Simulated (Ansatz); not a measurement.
Al₄B₂⁻. The state is a doublet with charge -1. Geometry B3LYP-D4/def2-SVP, that of the neutral singlet; atoms count from 1.

```xyz
6

B    -0.1800   -0.3194    0.1667
B     0.2893    0.8531   -0.7323
Al    1.0600   -0.7386    1.8004
Al    1.9988    1.3341    0.3101
Al   -1.4257    0.6296   -1.9763
Al   -1.7424   -1.7589    0.4313
```

The structure comes from a short search, and lower isomers may exist.

Estimate the Mulliken populations from the PBE0/def2-TZVPD orbitals of Ansatz.


```
atom  charge (e)  spin (α − β)
  B1        0.41         -0.06
  B2        0.11          0.23
 Al3       -0.34          0.28
 Al4       -0.35          0.16
 Al5       -0.45          0.21
 Al6       -0.39          0.18
```
Mulliken values and Mayer orders depend strongly on the basis. With diffuse functions, as here, like atoms can get unlike values, and bond orders can come out too low or too high.

Where does the spin sit?

Summed by element: B 0.18, Al 0.82, of 1 unpaired in all. Largest on single atoms: Al3 0.28, B2 0.23, Al5 0.21.

And the Mayer bond orders between bonded heavy atoms (over 0.3)?

B1–B2 1.26 (1.55 Å); B2–Al4 0.69 (2.06 Å); B2–Al5 0.34 (2.13 Å); Al3–Al4 0.49 (2.72 Å). Values over 0.3 also appear between atoms too far apart for a bond (B2–Al3 0.36 at 3.09 Å); they arise where an orbital or an unpaired electron spreads over both atoms.
